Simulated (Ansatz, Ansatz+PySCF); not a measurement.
```xyz
3

N    -0.0165    0.0336    0.0070
C     0.2216    0.3707   -1.1212
O     0.5185    0.8929   -2.1585
```

Basis set: def2-SVP (spherical functions). Left uncorrelated: 3 orbitals. Charge 0, multiplicity 2.

Computed with Ansatz (development build ahead of 0.2.0); each method stands on the lowest determinant of its kind that the runs found.

The atomization energy at this shape (free ground-state atoms in the same class of orbitals less the molecule, no zero-point energy) of doublet CNO:

| method | atomization energy |
| --- | --- |
| UHF-MP2 | 1256.9 kJ/mol |
| UHF | 754.0 kJ/mol |

Question: What does PBE0 (unrestricted) give?

Answer: 1365.2 kJ/mol. Caution: the shape is not the minimum. Caution for UHF-MP2: MP2 forces lie far from those of the mean fields. Caution for UHF-MP2, UHF: the unrestricted determinant is spin contaminated.
